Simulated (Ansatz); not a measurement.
Cost and result for the atomization energy of C2H6O3Si (`C=C[Si](O)(O)O`) (12 atoms, 11 bonds).

```xyz
12

C    -1.621   -0.614   -1.059
C    -1.120   -0.389    0.153
Si    0.594    0.240    0.442
O     1.185   -0.640    1.685
O     1.484    0.139   -0.935
O     0.666    1.814    0.885
H    -1.034   -0.445   -1.959
H    -2.636   -0.969   -1.212
H    -1.760   -0.571    1.014
H     1.961   -0.295    2.130
H     1.595   -0.730   -1.322
H     0.685    2.461    0.179
```

Charge 0, multiplicity 1. The structure was optimised at the PBE0-D4/def2-TZVP level. It is one conformer, not always the lowest. Program: Ansatz. All runs use 4 threads of an Arm Neoverse V1 on a shared host. Times are those of one run each, without the atoms' runs, and a repeat can differ threefold. Electronic energies, without spin–orbit coupling; frozen cores. CCSD(T)/CBS adds CCSD(T) − MP2 in def2-TZVPP to the MP2 limit, and its time is that of the two runs behind it. T1 = 0.012. HSE06 is the plane-wave form, built on full-range PBE exchange.

CCSD(T)/CBS is a level of theory with its own doubt, some kJ/mol a heavy atom from the limit and from the frozen cores, so smaller differences don't rank the functionals.

```
                          level  functions  wall time  atomization (kJ/mol)  difference from CCSD(T)/CBS  per bond
         LDA (SPW92)/def2-TZVPP        281      1.6 s                5779.4                        722.6      65.7
           revPBE-D4/def2-TZVPP        281      2.5 s                4980.0                        -76.8      -7.0
             BLYP-D4/def2-TZVPP        281      2.5 s                5025.5                        -31.3      -2.8
PBE-D4/def2-TZVPP (with forces)        281      3.1 s                5119.3                         62.5       5.7
            HSE06-D4/def2-TZVPP        281        4 s                5010.1                        -46.7      -4.2
            BHLYP-D4/def2-TZVPP        281      4.1 s                4843.4                       -213.4     -19.4
          r2SCANh-D4/def2-TZVPP        281      6.5 s                5000.9                        -55.9      -5.1
              B2PLYP/def2-TZVPP        281      7.5 s                4981.6                        -75.2      -6.8
             ωB97X-V/def2-TZVPP        281       10 s                5031.4                        -25.4      -2.3
               CCSD(T)/def2-SVP        118       11 s                4681.1                       -375.7     -34.2
                 MP2/def2-QZVPP        535       34 s                5128.7                         71.9       6.5
             CCSD(T)/def2-TZVPP        281    6.3 min                4909.6                       -147.2     -13.4
              CCSD(T)/CBS(def2)          –    6.9 min                5056.8                          0.0       0.0
```

From BLYP to BHLYP (50 % exact exchange), in def2-TZVPP and without D4, the atomization energy moves by −155.7 kJ/mol: exact exchange takes away binding that semilocal exchange gives to molecules. Leaving LDA and LC-ωPBE aside and taking each functional with its dispersion term where it has one, the values spread over 275.9 kJ/mol, from BHLYP-D4 to PBE-D4. LDA lies +686.2 kJ/mol from PBE without D4, its usual overbinding. In def2-TZVPP, CCSD(T) changes the Hartree–Fock value by +1293.1 kJ/mol (the triples alone add +80.2 kJ/mol) and MP2 by +1424.2 kJ/mol; breaking electron pairs costs correlation energy, which Hartree–Fock lacks.
